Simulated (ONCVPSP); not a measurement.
# Logarithmic derivatives: Sr (Z = 38), ONCV

* Element: Sr
* Generator: ONCVPSP 4.0.1
* Type: optimised norm-conserving Vanderbilt (ONCV)
* Functional: LDA (Perdew-Wang 92)
* Relativity: scalar-relativistic
* Frozen core: [Ar] 3d10
* Valence charge: 10
* Reference configuration: 4s2 4p6 5s0.5 (charge +1.5)
* Partial waves: 4s+5s: rc 2.60 bohr, ncon 4, nbas 7, qcut 5 1/bohr, 2 projectors; 4p: rc 2.50 bohr, ncon 3, nbas 7, qcut 4.3 1/bohr, 2 projectors, debl 2.7 Ha; d scattering state at 0.05 Ha: rc 2.40 bohr, ncon 4, nbas 8, qcut 4.4 1/bohr, 2 projectors, debl 2.1 Ha
* Local potential: polynomial inside 2.00 bohr (lpopt 5, dvloc0 2 Ha)
* Core correction: none

The phase is arctan(r·R′/R) of the radial function R(r), unwrapped; energies in Ha, scanned from -3 to 5 Ha. A pole is an energy at which the radial function vanishes at the test radius. The pseudo phase is shifted by a multiple of π to meet the all-electron one at the reference energy, and phase errors are pseudo minus all-electron; the curves can meet again beyond the range given. Levels narrower than the energy grid can be missing from the lists of poles.

Task: For each channel, where are the poles, and over which energies does the pseudopotential scatter like the atom?

Result:

```
channel  radius (bohr)  reference energy (Ha)  poles, all-electron      poles, pseudo  unbroken range about the reference energy with phases within 0.05 rad  phase error 1 Ha above the reference energy (rad)
      s           2.64                  -0.41          -1.80, 1.56  -1.80, 1.51, 4.99                                                              below 2.5                                             -0.002
      p           2.53                  -1.21          -1.01, 2.54        -1.01, 2.52                                                              below 4.1                                             -0.003
      d           2.44                   0.05           0.30, 4.04         0.30, 4.09                                                        the whole range                                             +0.001
```

Phases in the s channel:

| E (Ha) | all-electron | pseudo |
| --- | --- | --- |
| -2.98 | 1.329 | 1.329 |
| -2.54 | 1.269 | 1.269 |
| -2.10 | 0.978 | 0.978 |
| -1.66 | -1.723 | -1.723 |
| -1.22 | -1.915 | -1.915 |
| -0.78 | -2.185 | -2.185 |
| -0.34 | -3.116 | -3.116 |
| 0.10 | -4.198 | -4.199 |
| 0.54 | -4.498 | -4.500 |
| 0.98 | -4.620 | -4.623 |
| 1.42 | -4.694 | -4.699 |
| 1.86 | -4.752 | -4.764 |
| 2.30 | -4.814 | -4.843 |
| 2.74 | -4.905 | -5.008 |
| 3.18 | -5.117 | -6.074 |
| 3.62 | -6.231 | -7.528 |
| 4.06 | -7.429 | -7.721 |
| 4.50 | -7.649 | -7.798 |
| 4.94 | -7.733 | -7.849 |
